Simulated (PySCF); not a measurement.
CH10Si3.
Z-matrix (Å and degrees, PBE0-D3(BJ)/def2-SVP geometry), rows numbered from 1:
```
Si
C   1  1.8862
Si  2  1.8861  1  111.86
Si  2  1.8859  1  112.19  3  -126.95
H   1  1.4954  2  110.57  3   -55.96
H   1  1.4950  2  109.87  3    63.75
H   1  1.4951  2  110.63  3  -176.44
H   2  1.1071  1  106.70  3   116.43
H   3  1.4951  2  110.48  1    59.95
H   3  1.4949  2  109.83  1   -59.77
H   3  1.4955  2  110.74  1  -179.52
H   4  1.4950  2  110.50  1  -173.34
H   4  1.4954  2  110.71  1   -52.80
H   4  1.4952  2  109.86  1    66.95
```

The calculation used TDDFT PBE0/def2-SVPD, vertical, gas phase, core orbitals frozen in the response in PySCF.

```tsv
state	E (eV)	ν̃ (cm⁻¹)	f	|μ| (D)	main configurations (H = HOMO, L = LUMO)
S1	7.51	60580	0.017	0.78	H-1/H→L (≥95%)
S2	7.51	60600	0.018	0.79	H-1/H→L (≥95%)
S3	7.92	63890	0.016	0.74	H-1/H→L+1 (≥66%), H-1/H→L+2 (≥27%)
S4	7.97	64300	0.0060	0.45	H-1/H→L+1 (≥76%), H-3→L (8%)
S5	7.99	64450	0.012	0.64	H-1/H→L+2 (≥59%), H-1/H→L+1 (≥24%)
S6	8.00	64530	0.015	0.70	H-1/H→L+2 (≥70%), H-1/H→L+1 (≥8%)
S7	8.10	65330	0.0005	0.13	H-2→L (86%)
S8	8.11	65430	0.0001	0.05	H-3→L (77%), H-1/H→L+2 (≥12%)
S9	8.31	67030	0.045	1.19	H-4→L (64%), H-1/H→L+3 (≥28%)
```

Triplets (Tamm–Dancoff): T1 7.12 eV, H-1/H→L (≥93%); T2 7.13 eV, H-1/H→L (≥93%); T3 7.52 eV, H-1/H→L+1 (≥80%).

The lowest singlet level (S1/S2) comes at 165 nm (725 kJ/mol) in the vacuum ultraviolet; it is of moderate strength. The strongest level in the table is S9 at 8.31 eV (149 nm, f = 0.045). It is the last of those listed, so stronger ones may follow. S1/S2 lie within about 0.01 eV of each other. Löwdin shares by element: HOMO (one of a set within 0.03 eV) silicon 38%, carbon 30% (atoms not listed hold the other 32%); LUMO silicon 47%, carbon 9% (atoms not listed hold the other 45%). The oscillator strengths of these states sum to 0.130; summed over the whole spectrum of an exact calculation they would give the number of electrons, 58 (Thomas–Reiche–Kuhn). Weighted by f, the mean energy of these states is 7.96 eV. Of the 9 states listed, 6 reach f = 0.01 and 1 stays under 0.0005. No computed singlet lies in the visible range (380 to 750 nm); the lowest, at 165 nm, stands 4.25 eV above its violet end (3.26 eV). The vertical ionisation energy (ΔSCF) is 10.53 eV, 2.22 eV above S9. Orbitals of the list HOMO-3 to LUMO+2 that lie within 0.01 eV of each other are written together with a slash and their weights summed (≥ marks a lower bound); for degenerate orbitals outside that list single weights are arbitrary. The window holds the lowest 10 singlets. The highest level found (8.32 eV, f 0.092 so far) is left out, since the window may have cut off a degenerate partner.
